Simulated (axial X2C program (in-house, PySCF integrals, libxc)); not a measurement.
TeH: from the spin-free to the two-component result

All values were computed with an in-house all-electron X2C program for linear molecules (integrals from PySCF). Spin-free means the one-electron spin-free X2C Hamiltonian; two-component (2c) means X2C with spin–orbit coupling and atomic mean-field two-electron Coulomb and Gaunt terms, so the difference of the two also holds small scalar two-electron terms. Basis: Te dyall-cv3z [11s12p8d4f1g], H dyall-v3z [6s2p1d] (cores contracted in-house); Gaussian nuclei, density fitting, unrestricted open shells. Masses: Te 129.906 u, H 1.008 u.

Spin-free state: M_S = 1/2, Λ = 1 (beyond evenly filled blocks: π+α, π+β, π-α); fragments Te + H.

```json
{"level": "PBE0", "Re (Å)": "1.659", "ωe (cm⁻¹)": "2150.6", "De (eV)": "2.876", "μ (D)": "0.18"}
{"level": "HF", "Re (Å)": "1.647", "ωe (cm⁻¹)": "2253.2", "De (eV)": "1.772", "μ (D)": "0.24"}
{"level": "MP2", "Re (Å)": "1.639", "ωe (cm⁻¹)": "2224.4", "De (eV)": "2.756", "μ (D)": "n/a"}
{"level": "CCSD", "Re (Å)": "1.649", "ωe (cm⁻¹)": "2167.2", "De (eV)": "2.892", "μ (D)": "n/a"}
{"level": "CCSD(T)", "Re (Å)": "1.653", "ωe (cm⁻¹)": "2140.4", "De (eV)": "2.934", "μ (D)": "n/a"}
{"level": "BP86", "Re (Å)": "1.674", "ωe (cm⁻¹)": "2062.5", "De (eV)": "3.098", "μ (D)": "0.13"}
```

Correlated methods: 17 electrons correlated (number of frozen shells: Te 4 s, 3 p, 1 d; H none), 179 virtual spin orbitals or spinors in MP2, 110 natural virtuals in coupled cluster.

Dipoles are positive if H is the positive end.

Q: Within this multiplet, which Ω should lie lowest by the rule for regular and inverted multiplets?

A: The open π shell holds three electrons, one hole, so the multiplet is inverted: Ω = Λ + 1/2 = 3/2. The PBE0 2c search agrees.

Two-component determinant lowest at the distance of the search:

Ω = 3/2 (⟨Sz⟩ = 0.50, ⟨Lz⟩ = 1.00 at HF); fragments Te + H.

```json
{"level": "PBE0", "Re (Å)": "1.663", "ωe (cm⁻¹)": "2129.6", "De (eV)": "2.858", "μ (D)": "0.14"}
{"level": "HF", "Re (Å)": "1.650", "ωe (cm⁻¹)": "2233.8", "De (eV)": "n/a", "μ (D)": "0.20"}
{"level": "MP2", "Re (Å)": "1.642", "ωe (cm⁻¹)": "2206.2", "De (eV)": "2.686", "μ (D)": "n/a"}
{"level": "CCSD", "Re (Å)": "1.653", "ωe (cm⁻¹)": "2147.5", "De (eV)": "2.823", "μ (D)": "n/a"}
{"level": "CCSD(T)", "Re (Å)": "1.656", "ωe (cm⁻¹)": "2121.0", "De (eV)": "2.855", "μ (D)": "n/a"}
{"level": "BP86", "Re (Å)": "1.678", "ωe (cm⁻¹)": "2039.4", "De (eV)": "3.069", "μ (D)": "0.09"}
```

Q: From the two tables, how do the constants change at the CCSD(T) level (2c against spin-free)?

A: At the CCSD(T) level Re goes up by 0.003 Å and ωe goes down by 19.4 cm⁻¹; De changes by -0.079 eV.

The state is a single determinant with fixed occupations, the lowest that a limited PBE0 search found. De is counted from the lowest determinant-based energies of the atoms at the same level, without counterpoise correction. De is not given where an atomic determinant may have missed its ground term or J level, or where the truncated virtual space spoils (T). Density functionals use the spin component along the axis (collinear). CCSD and (T) use frozen natural virtuals with an MP2 correction for the truncation; (T) itself is uncorrected, so its De runs slightly low. The functionals have no current-density term, which raises determinants with orbital currents, atoms included.
